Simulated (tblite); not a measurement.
Run record: tight-binding relaxation, `[N-]=[C]C1=CC=CC(N)=C1` [radical].

Computed with GFN2-xTB geometry optimisation, gas phase (tblite 0.8.0). Start geometry: from a force field or distance geometry. The command runs a driver script over a list of jobs; the input below is this job's line of settings and its coordinates in Å.

Command:
```bash
OMP_NUM_THREADS=1 python probes_run.py task.json out
```

Input:
```
{"job": {"kind": "relax", "xc": "GFN2-xTB", "basis": "xTB"}, "charge": -1, "multiplicity": 2}
N     -2.644700    -2.371700     0.542300
C     -2.262000    -1.639000    -0.481700
C     -1.228700    -0.628300    -0.244400
C     -1.636500     0.693300    -0.054700
C     -0.625000     1.624600     0.171900
C      0.700400     1.289600     0.172600
C      1.044100    -0.028600    -0.035100
N      2.427200    -0.445200    -0.027800
C      0.105000    -0.994300    -0.240500
H     -2.675300     0.996800    -0.041500
H     -0.889600     2.678300     0.327800
H      1.459800     2.064800     0.347100
H      2.824400    -0.947000     0.824200
H      3.042700    -0.264400    -0.879900
H      0.353700    -2.020800    -0.402400
```

**Question.** Estimate the output.

**Answer.** 
```
step      E/eV     max force
  0    -650.60435    7.090
  1    -651.30809    7.839
  2    -651.68042    3.652
  3    -651.90761    2.990
  4    -652.29135    3.007
  5    -652.43780    1.390
  6    -652.54733    0.713
  7    -652.59840    0.722
  8    -652.63046    1.661
  9    -652.68203    1.585
... (65 lines left out)
 75    -653.16464    0.021
 76    -653.16467    0.012
 77    -653.16469    0.013
 78    -653.16472    0.018
 79    -653.16475    0.017
 80    -653.16477    0.013
 81    -653.16479    0.011
 82    -653.16481    0.012
 83    -653.16483    0.010
 84    -653.16484    0.006
```

«max force» is the largest atomic force in eV/Å.

**Question.** From which step on does the largest force stay under 0.1 eV/Å, and how much energy is left to gain from there?

**Answer.** From step 54 (0.092 eV/Å), 8.7 meV above the end.

In short: energy lowered by 59.0 kcal/mol over 84 steps; largest atomic force 0.006 eV/Å at the end.

Hardware: an Arm Neoverse V1 with one thread, no GPU (shared host). Cost: 0.57 s of wall time.
Labels such as C1 count atoms from 1, the log's own numbers from 0.
